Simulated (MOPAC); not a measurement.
MOPAC input (MNDO):

```
MNDO PRECISE GNORM=0.05 LET XYZ CHARGE=1 GEO-OK AUX(PRECISION=9) THREADS=1
C3H7S

C     0.00751336 1    1.37087273 1    0.17539980 1
C    -1.14438497 1    0.35348504 1    0.23860383 1
S    -0.00513306 1   -1.04373398 1   -0.26528146 1
C     1.14640594 1    0.33962309 1    0.24881721 1
H     0.00839729 1    2.10697436 1    0.97620320 1
H     0.01493500 1    1.89327114 1   -0.78020484 1
H    -1.99362645 1    0.46471405 1   -0.42827414 1
H    -1.47835350 1    0.10685418 1    1.24474232 1
H     2.00284367 1    0.44053075 1   -0.41045608 1
H     1.46838097 1    0.08902300 1    1.25788018 1
H     0.00234600 1   -0.78550894 1   -1.59231227 1
```

From the output:

```
                                                       MOPAC v23.2.5 Linux

          FINAL HEAT OF FORMATION =        182.91730 KCAL/MOL =     765.32598 KJ/MOL

          COSMO AREA              =        109.94 SQUARE ANGSTROMS
          COSMO VOLUME            =         97.23 CUBIC ANGSTROMS

          GRADIENT NORM           =          0.03395          =       0.01024 PER ATOM
          IONIZATION POTENTIAL    =         17.530459 EV
          HOMO LUMO ENERGIES (EV) =        -17.530 -5.573
          NO. OF FILLED LEVELS    =         12
          MOLECULAR WEIGHT        =         75.1483         POINT GROUP:  Cs

          MOLECULAR DIMENSIONS (Angstroms)

            Atom       Atom       Distance
            H    11    H     5     4.12497
            H    10    H     7     3.91528
            H     6    H     8     2.91166

          SCF CALCULATIONS        =         35

   ATOM   CHEMICAL          X               Y               Z
  NUMBER   SYMBOL      (ANGSTROMS)     (ANGSTROMS)     (ANGSTROMS)

     1       C          0.00680626  *   1.35868362  *   0.31488875  *
     2       C         -1.15137555  *   0.35788336  *   0.09910627  *
     3       S         -0.00558158  *  -1.00840768  *  -0.11733674  *
     4       C          1.15468962  *   0.34391098  *   0.10958582  *
     5       H          0.00503086  *   1.82013390  *   1.32207681  *
     6       H          0.01514512  *   2.18523127  *  -0.42255032  *
     7       H         -1.78897543  *   0.54555511  *  -0.78181046  *
     8       H         -1.79667162  *   0.17335173  *   0.97731320  *
     9       H          1.80247979  *   0.52378709  *  -0.76549833  *
    10       H          1.78970201  *   0.15163618  *   0.99360401  *
    11       H         -0.00128106  *  -1.27098198  *  -1.40928546  *

                             CARTESIAN COORDINATES

   1    C        0.006806260     1.358683615     0.314888748
   2    C       -1.151375548     0.357883362     0.099106265
   3    S       -0.005581582    -1.008407680    -0.117336735
   4    C        1.154689622     0.343910978     0.109585816
   5    H        0.005030858     1.820133904     1.322076806
   6    H        0.015145125     2.185231271    -0.422550323
   7    H       -1.788975428     0.545555108    -0.781810456
   8    H       -1.796671620     0.173351728     0.977313203
   9    H        1.802479794     0.523787091    -0.765498334
  10    H        1.789702006     0.151636178     0.993604015
  11    H       -0.001281058    -1.270981982    -1.409285465

           Empirical Formula: C3 H7 S  =    11 atoms

      MOLECULAR POINT GROUP   :   Cs

                  EIGENVALUES
 -44.67774 -34.27093 -31.25123 -26.70575 -23.05213 -21.74413 -20.15353 -19.91825
 -19.82884 -18.56326 -18.12083 -17.53046  -5.57271  -5.40822  -4.67853  -2.25354
  -2.16040  -1.87064  -1.72941  -0.84811  -0.64605  -0.51541   0.19981

              NET ATOMIC CHARGES AND DIPOLE CONTRIBUTIONS

  ATOM NO.   TYPE          CHARGE      No. of ELECS.   s-Pop       p-Pop
    1          C          -0.046495        4.0465     1.23386     2.81263
    2          C          -0.097883        4.0979     1.27539     2.82249
    3          S           0.587907        5.4121     1.79338     3.61871
    4          C          -0.097872        4.0979     1.27539     2.82248
    5          H           0.090714        0.9093     0.90929
    6          H           0.083847        0.9162     0.91615
    7          H           0.096884        0.9031     0.90312
    8          H           0.113230        0.8868     0.88677
    9          H           0.096881        0.9031     0.90312
   10          H           0.113230        0.8868     0.88677
   11          H           0.059557        0.9404     0.94044
 DIPOLE           X         Y         Z       TOTAL
 POINT-CHG.    -0.006    -1.278    -0.301     1.313
 HYBRID         0.011     0.895    -1.169     1.473
 SUM            0.004    -0.383    -1.471     1.520

          ATOMIC ORBITAL ELECTRON POPULATIONS

     Atom    s        px        py        pz
    1  C   1.23386   0.84564   0.93965   1.02734
    2  C   1.27539   0.95350   0.83128   1.03772
    3  S   1.79338   1.15823   1.29458   1.16591
    4  C   1.27539   0.95125   0.83370   1.03753
    5  H   0.90929
    6  H   0.91615
    7  H   0.90312
    8  H   0.88677
    9  H   0.90312
   10  H   0.88677
   11  H   0.94044

 **********************
 *                    *
 * JOB ENDED NORMALLY *
 *                    *
 **********************

 == MOPAC DONE ==
```

The dipole moment of an ion depends on the origin.

The geometry given is a B3LYP-D3(BJ)/def2-TZVP minimum.
